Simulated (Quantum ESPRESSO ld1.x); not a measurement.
Values are calculated unless marked as measured or tabulated.
Task: The aim is neutral cerium in [Xe] 4f1 5d1 6s2. What will ld1.x (Quantum ESPRESSO 7.5) do with this input?

```
 &input
    zed=58.0,
    iswitch=1,
    rel=0,
    lsd=1,
    dft='PZ',
    config='[Xe] 4f1 5d1 6s2 7d-1',
    prefix='ld1',
    max_out_wfc=37,
    file_charge='ld1.rho',
 /
```

Result: Harmless. A negative occupation marks a state as unused; the result equals that of the sound run.

Output (excerpt):

```
     Program LD1 v.7.5 starts

     --------------------------- All-electron run ----------------------------

     atomic number is 58.00
     dft =PZ   lsd =1 sic =0 latt =0  beta=0.20 tr2=1.0E-14
     Exchange-correlation= PZ
                           (   1   1   0   0   0   0   0)
     mesh =1959 r(mesh) =  99.83881 a.u. xmin = -7.00 dx = 0.00800
     1 Ry =  13.60569312 eV

     n l     nl                  e(Ry)          e(Ha)          e(eV)
     1 0     1S 1( 1.00)     -2812.2940     -1406.1470    -38263.2092
     2 0     2S 1( 1.00)      -437.3677      -218.6839     -5950.6912
     2 1     2P 1( 3.00)      -413.8480      -206.9240     -5630.6893
     3 0     3S 1( 1.00)       -94.0792       -47.0396     -1280.0122
     3 1     3P 1( 3.00)       -83.8843       -41.9422     -1141.3041
     4 0     4S 1( 1.00)       -18.8898        -9.4449      -257.0092
     4 1     4P 1( 3.00)       -15.0885        -7.5443      -205.2897
     3 2     3D 1( 5.00)       -64.8304       -32.4152      -882.0627
     5 0     5S 1( 1.00)        -2.7605        -1.3803       -37.5591
     5 1     5P 1( 3.00)        -1.7209        -0.8605       -23.4141
     4 2     4D 1( 5.00)        -8.4093        -4.2047      -114.4149
     4 3     4F 1( 1.00)        -0.6987        -0.3493        -9.5061
     5 2     5D 1( 1.00)        -0.2983        -0.1491        -4.0585
     6 0     6S 1( 1.00)        -0.2769        -0.1385        -3.7677
     1 0     1S 2( 1.00)     -2812.2940     -1406.1470    -38263.2095
     2 0     2S 2( 1.00)      -437.3647      -218.6823     -5950.6498
     2 1     2P 2( 3.00)      -413.8458      -206.9229     -5630.6595
     3 0     3S 2( 1.00)       -94.0536       -47.0268     -1279.6639
     3 1     3P 2( 3.00)       -83.8605       -41.9303     -1140.9803
     4 0     4S 2( 1.00)       -18.8312        -9.4156      -256.2115
     4 1     4P 2( 3.00)       -15.0299        -7.5150      -204.4927
     3 2     3D 2( 5.00)       -64.8117       -32.4059      -881.8084
     5 0     5S 2( 1.00)        -2.7095        -1.3547       -36.8640
     5 1     5P 2( 3.00)        -1.6715        -0.8357       -22.7413
     4 2     4D 2( 5.00)        -8.3508        -4.1754      -113.6183
     4 3     4F 2( 0.00)        -0.6413        -0.3206        -8.7249
     5 2     5D 2( 0.00)        -0.2594        -0.1297        -3.5290
     6 0     6S 2( 1.00)        -0.2578        -0.1289        -3.5080

     final scf error:  7.8E-15 reached in  38 iterations

     Etot =  -17126.700868 Ry,   -8563.350434 Ha, -233020.636217 eV
     Total magnetization:    2.00 Bohr mag.

     Ekin =   17118.658588 Ry,    8559.329294 Ha,  232911.215431 eV
     Encl =  -40556.597871 Ry,  -20278.298936 Ha, -551800.624747 eV
     Eh   =    6703.857721 Ry,    3351.928861 Ha,   91210.630896 eV
     Exc  =    -392.619306 Ry,    -196.309653 Ha,   -5341.857796 eV
```

Run on one thread of a shared host, so times are rough (Intel(R) Xeon(R) Processor @ 2.60GHz): 0.69 s of CPU time, 0.74 s wall, 38 iterations on 1959 mesh points.
